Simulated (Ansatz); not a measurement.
Ideal-gas functions of C2H4AlF (`F[CH]1[CH2][AlH]1`) at 400 K and 1 bar, from an Ansatz frequency run at PBE0-D4/def2-TZVP.

Molar mass 74.03 g/mol, point group C1 (symmetry number 1), electronic degeneracy 1, moments of inertia 38.38, 120.83, 145.076 u Å². Harmonic wavenumbers (cm⁻¹, unscaled): 224, 352, 382, 468, 528, 576, 645, 870, 912, 1000, 1091, 1156, 1343, 1416, 1964, 3029, 3067, 3153.

Use S(trans) = R[1.5 ln M + 2.5 ln T − 1.1517]; rotational temperatures θ = 24.2544 K / I; S(rot) = R[ln(√π/σ · √(T³/θAθBθC)) + 1.5]; for each mode x = 1.438777 ν̃/T, S = R[x/(eˣ − 1) − ln(1 − e⁻ˣ)] and H = RT x/(eˣ − 1); 1 cm⁻¹ = 0.0119627 kJ/mol; R = 8.31446 J/(mol·K).

Question: By hand: the entropy, in J/(mol·K).

Answer: Translation 168.6. Rotation: θ = 0.632, 0.2007, 0.1672 K, giving 108.0. Vibration, mode by mode: 10.33, 6.89, 6.30, 4.90, 4.13, 3.60, 2.96, 1.56, 1.38, 1.07, 0.82, 0.68, 0.39, 0.31, 0.06, 0.00, 0.00, 0.00, in all 45.4. Electronic 0.0. Sum 322.0 J/(mol·K).

Question: By hand: H − E and G − E in kJ/mol, counted from the electronic energy.

Answer: Zero-point energy ½ × 22176 × 0.0119627 = 132.6; thermal vibration 11.6; translation, rotation and pV give 4 RT = 13.3. H − E = 157.5 kJ/mol, and G − E = 157.5 − 400 × 322.0/1000 = 28.7 kJ/mol.

Vibration gives 14 % of the entropy. The sum counts one conformer and one mirror image; others add a mixing term.
